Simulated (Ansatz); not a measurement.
Single points on Sn₂₁AsH₃₂⁻.

```yaml
crystal:
  periodic: [false, false, false]
  atoms:
    - {symbol: Sn, position_ang: [-5.120451, 1.686277, -0.713648]}
    - {symbol: Sn, position_ang: [-2.145853, -3.934049, 2.790388]}
    - {symbol: Sn, position_ang: [1.140502, -4.423649, -0.707061]}
    - {symbol: Sn, position_ang: [-1.985361, 2.009703, -3.862596]}
    - {symbol: Sn, position_ang: [1.109507, -1.078488, -3.751138]}
    - {symbol: As, position_ang: [-1.591632, -0.971191, -0.613463]}
    - {symbol: Sn, position_ang: [-1.209907, 2.032619, 1.642407]}
    - {symbol: Sn, position_ang: [1.132662, -0.769452, 2.375780]}
    - {symbol: Sn, position_ang: [0.866692, 2.249016, -0.257377]}
    - {symbol: Sn, position_ang: [4.210109, -1.337913, -0.517657]}
    - {symbol: Sn, position_ang: [4.469530, 2.306934, 2.871332]}
    - {symbol: Sn, position_ang: [-3.309326, -2.503004, 0.670749]}
    - {symbol: Sn, position_ang: [-3.343824, 0.144020, -2.242657]}
    - {symbol: Sn, position_ang: [-3.552458, 3.399484, 0.852701]}
    - {symbol: Sn, position_ang: [-0.539649, -2.760466, -2.235449]}
    - {symbol: Sn, position_ang: [-0.197603, -2.488182, 4.225689]}
    - {symbol: Sn, position_ang: [2.601565, -2.900348, 1.165904]}
    - {symbol: Sn, position_ang: [-0.339975, 0.502804, -5.545759]}
    - {symbol: Sn, position_ang: [-0.291699, 3.714269, -2.385931]}
    - {symbol: Sn, position_ang: [2.432022, 0.444257, -1.782389]}
    - {symbol: Sn, position_ang: [3.321076, 0.013954, 4.058024]}
    - {symbol: Sn, position_ang: [2.791033, 3.771922, 1.144350]}
    - {symbol: H, position_ang: [-6.132489, 2.580182, -1.794044]}
    - {symbol: H, position_ang: [-6.185680, 0.748718, 0.262087]}
    - {symbol: H, position_ang: [-3.511683, -4.459048, 3.720418]}
    - {symbol: H, position_ang: [-1.533638, -5.380927, 2.074712]}
    - {symbol: H, position_ang: [2.145058, -5.239185, -1.859309]}
    - {symbol: H, position_ang: [0.181359, -5.668863, 0.006955]}
    - {symbol: H, position_ang: [-3.160537, 2.898608, -4.777317]}
    - {symbol: H, position_ang: [2.325181, -1.994069, -4.580885]}
    - {symbol: H, position_ang: [-1.834259, 0.515228, 2.150376]}
    - {symbol: H, position_ang: [-0.599324, 2.813456, 3.063182]}
    - {symbol: H, position_ang: [5.079053, -2.078945, -1.818741]}
    - {symbol: H, position_ang: [5.373588, -0.395753, 0.343257]}
    - {symbol: H, position_ang: [5.856702, 1.944678, 1.906081]}
    - {symbol: H, position_ang: [5.040578, 3.485402, 4.009052]}
    - {symbol: H, position_ang: [-4.154421, -3.505908, -0.460130]}
    - {symbol: H, position_ang: [-4.487034, -1.390946, 1.275728]}
    - {symbol: H, position_ang: [-4.165635, -1.015341, -3.235608]}
    - {symbol: H, position_ang: [-4.475066, 3.897035, 2.227802]}
    - {symbol: H, position_ang: [-3.269819, 4.836660, -0.055889]}
    - {symbol: H, position_ang: [-1.747544, -3.589131, -3.160202]}
    - {symbol: H, position_ang: [0.619051, -3.730173, 5.124849]}
    - {symbol: H, position_ang: [-1.152721, -1.675932, 5.426880]}
    - {symbol: H, position_ang: [3.639687, -4.051771, 1.954536]}
    - {symbol: H, position_ang: [-1.250737, -0.471174, -6.644984]}
    - {symbol: H, position_ang: [0.696324, 1.480996, -6.522017]}
    - {symbol: H, position_ang: [0.903721, 4.250904, -3.515376]}
    - {symbol: H, position_ang: [-1.171691, 5.131620, -1.939349]}
    - {symbol: H, position_ang: [3.337946, 1.649678, -2.653725]}
    - {symbol: H, position_ang: [2.848461, 0.621655, 5.615867]}
    - {symbol: H, position_ang: [4.697636, -0.987047, 4.409688]}
    - {symbol: H, position_ang: [1.942371, 4.991937, 2.030090]}
    - {symbol: H, position_ang: [3.745801, 4.644438, -0.005980]}
basis:
  gaussian: {orbitals: def2-SVP, fitting: {mean_field: def2-universal-jkfit}, initial_orbitals: start.molden}
total_charge: -1
hamiltonian: {xc: pbe, dispersion: d4}
scf: {omitted_lower_state_checks: [starts]}
output: {orbitals: {seedname: orbitals}}
```

The file start.molden holds the orbitals of an earlier run on this structure, at another level or in another basis.

```sh
$ ansatz run in.yaml --threads 11 --pin off --events-out ev --progress --plain --max-ram 174080MiB --backend cuda --devices 0, --max-vram 75GiB
```

Output, abridged:

```
Functional definition: PBE
5420 factors; integrals over basis functions are off by at most 3.4e-1 eV
mean field evaluation 1: about -183812.2108 eV, gradient 9.2e1 eV
mean field evaluation 2: about -183814.4413 eV, gradient 3.4e0 eV
mean field evaluation 4: about -183814.5108 eV, gradient 1.0e-1 eV
mean field evaluation 8: about -183814.5109 eV, gradient 2.6e-5 eV
mean field -183814.51089730 eV, -6755.0586815254 hartree, gradient 2.6e-5 eV, S^2 0.000000; 0 other end points of the search recorded, 0 dependent functions left out
reference -183814.51103504 eV, -6755.0586865873 hartree; 264, 264 occupied and 474, 474 virtual orbitals, 5420 factors
Total energy: -183818.71590089 eV, -6755.2132125570 hartree
Checks for a lower state left out: starts
```

Run time 5.5 s (11 threads of AMD EPYC 7R13 on a shared host and a whole NVIDIA H100 80GB HBM3), peak host memory 1.4 GiB.

First input, but with `gaussian: {orbitals: def2-SVP, initial_orbitals: start.molden}`, `correlation: {method: mp2}` and without the key `hamiltonian` (abridged; 16 s):

```
Functional definition: HF
mean field -183219.16881383 eV, -6733.1802634952 hartree, gradient 2.2e-6 eV, S^2 0.000000
93 core orbitals not correlated: weight in the atoms' cores, before any rotation towards them, 1.000 or more for the frozen orbitals, at most 0.000 for the correlated occupied ones
second order -72.59691443 eV of doubles, -0.00000000 eV of singles
Total energy: -183291.76572826 eV, -6735.8481508925 hartree
Checks for a lower state left out: starts
```

First input, but with `gaussian: {orbitals: def2-TZVP, fitting: {mean_field: def2-universal-jkfit}, initial_orbitals: start.molden}`, `output: {forces: true, orbitals: {seedname: orbitals}}` (abridged; 11 s):

```
Functional definition: PBE
mean field -183826.72246832 eV, -6755.5074484831 hartree, gradient 1.7e-5 eV, S^2 0.000000
Total energy: -183830.92751468 eV, -6755.6619810864 hartree
Atom 0 force     0.057315    -0.011062    -0.000755 eV/Å
Atom 1 force     0.038029     0.050279    -0.001816 eV/Å
Atom 2 force     0.010324     0.070869     0.024534 eV/Å
Atom 3 force     0.021658    -0.015148     0.051175 eV/Å
Atom 4 force    -0.037166     0.028977     0.033857 eV/Å
Atom 5 force     0.127817     0.108745     0.083285 eV/Å
Atom 6 force     0.016774     0.000520    -0.082127 eV/Å
Atom 7 force    -0.096084     0.123744    -0.154363 eV/Å
Atom 8 force    -0.011116    -0.079260    -0.000779 eV/Å
Atom 9 force    -0.054809    -0.013559     0.029262 eV/Å
Atom 10 force    -0.050828    -0.048983    -0.000168 eV/Å
Atom 11 force     0.059606     0.000412    -0.010770 eV/Å
Atom 12 force     0.063957    -0.012250     0.025500 eV/Å
Atom 13 force     0.033842    -0.047086    -0.029912 eV/Å
Atom 14 force    -0.004542     0.027527     0.036183 eV/Å
Atom 15 force     0.048263     0.019814    -0.046551 eV/Å
Atom 16 force    -0.061033     0.027315     0.039077 eV/Å
Atom 17 force    -0.000966    -0.002610     0.053411 eV/Å
Atom 18 force    -0.015285    -0.072774     0.033015 eV/Å
Atom 19 force    -0.053477    -0.053856     0.048342 eV/Å
Atom 20 force    -0.035413    -0.035964    -0.047878 eV/Å
Atom 21 force     0.005729    -0.058954     0.019166 eV/Å
Atom 22 force    -0.050570     0.039517    -0.047329 eV/Å
Atom 23 force    -0.052999    -0.047680     0.050217 eV/Å
Atom 24 force    -0.070263    -0.026291     0.040789 eV/Å
Atom 25 force     0.037195    -0.071952    -0.047000 eV/Å
Atom 26 force     0.042427    -0.040173    -0.056750 eV/Å
Atom 27 force    -0.060175    -0.065581     0.044722 eV/Å
Atom 28 force    -0.057748     0.042886    -0.045180 eV/Å
Atom 29 force     0.060264    -0.043909    -0.035046 eV/Å
Atom 30 force    -0.027470    -0.104987     0.026499 eV/Å
Atom 31 force     0.038057     0.029503     0.070438 eV/Å
Atom 32 force     0.041454    -0.031242    -0.066954 eV/Å
Atom 33 force     0.061470     0.058326     0.045086 eV/Å
Atom 34 force     0.065128    -0.018754    -0.055925 eV/Å
Atom 35 force     0.026796     0.060916     0.049890 eV/Å
Atom 36 force    -0.037742    -0.038542    -0.051489 eV/Å
Atom 37 force    -0.063749     0.061641     0.021611 eV/Å
Atom 38 force    -0.039848    -0.055551    -0.046827 eV/Å
Atom 39 force    -0.043228     0.028067     0.068986 eV/Å
Atom 40 force     0.023348     0.067788    -0.043951 eV/Å
Atom 41 force    -0.060389    -0.035276    -0.045571 eV/Å
Atom 42 force     0.032084    -0.054252     0.041431 eV/Å
Atom 43 force    -0.046383     0.034349     0.055913 eV/Å
Atom 44 force     0.051659    -0.053070     0.029916 eV/Å
Atom 45 force    -0.040259    -0.044469    -0.056823 eV/Å
Atom 46 force     0.049334     0.046119    -0.052562 eV/Å
Atom 47 force     0.056463     0.027276    -0.048719 eV/Å
Atom 48 force    -0.049553     0.073353     0.027951 eV/Å
Atom 49 force     0.026937     0.068190    -0.030771 eV/Å
Atom 50 force    -0.010617     0.023521     0.064455 eV/Å
Atom 51 force     0.050872    -0.035737     0.008833 eV/Å
Atom 52 force    -0.048484     0.057268     0.041247 eV/Å
Atom 53 force     0.033391     0.042048    -0.058775 eV/Å
Dipole moment:    -0.472676     0.105033    -0.747843 e Å
Checks for a lower state left out: starts
```

As the first input, with `hamiltonian: {xc: pbe0, dispersion: d4}` (abridged; 7.5 s):

```
Functional definition: PBE0
mean field -183823.62048738 eV, -6755.3934527862 hartree, gradient 3.6e-5 eV, S^2 0.000000
Total energy: -183827.52919595 eV, -6755.5370951767 hartree
Checks for a lower state left out: starts
```

As the first input, with `gaussian: {orbitals: def2-TZVP, fitting: {mean_field: def2-universal-jkfit}, initial_orbitals: start.molden}`, `hamiltonian: {xc: r2scan, dispersion: d4}` (abridged; 10 s):

```
Functional definition: r2SCAN
mean field -183885.69249594 eV, -6757.6745570267 hartree, gradient 2.7e-5 eV, S^2 0.000000
Total energy: -183886.87266207 eV, -6757.7179273320 hartree
Checks for a lower state left out: starts
```

Geometry: r2SCAN-D4/def2-SVP.

In the def2 sets Sn takes a core potential; there is no spin–orbit coupling. Correlated methods freeze 93 core orbitals; core or outer-core shells of Sn, As are correlated, in sets that lack core-valence functions. Single mean-field runs in def2-SVP, def2-TZVP are fitted with def2-universal-jkfit.
